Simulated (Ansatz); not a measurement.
Consider the hydrogenolysis of the Si–C bond: `C#C[SiH2][CH](F)[AlH2]` + H₂ → `F[CH]([AlH2])[SiH3]` + `C#C`.

Program: Ansatz. Geometries: PBE0-D4/def2-TZVP. ΔE: electronic, gas phase. CBS: MP2 limit from def2 TZ/QZ plus the TZ coupled-cluster correction, frozen cores. This one scheme is used for every species. One conformer a species, not always the lowest.

```
                 species  HF/def2-QZVPP energy (Eh)
`C#C[SiH2][CH](F)[AlH2]`                 -747.43343
                      H₂                   -1.13348
   `F[CH]([AlH2])[SiH3]`                 -671.71054
                   `C#C`                  -76.85571
```

(1) Work out ΔE.

Largest T1 diagnostic among the species: 0.013.

Results:

(1) ΔE = (-671.71054) + (-76.85571) − (-747.43343) − (-1.13348) = 0.00066 Eh = +1.7 kJ/mol. CCSD(T)/CBS gives +39.6 kJ/mol.

The D4 term adds +15.7 kJ/mol with B3LYP and +8.5 kJ/mol with PBE0; it sums over pairs of atoms, weighted by their polarisabilities, and B3LYP, whose exchange is more repulsive, gets the larger term. In def2-TZVPP, CCSD(T) changes the Hartree–Fock value by +35.7 kJ/mol (the triples alone add +8.3 kJ/mol) and MP2 by +45.0 kJ/mol.

B3LYP here is the variant with VWN-RPA as its local correlation; programs differ in this.
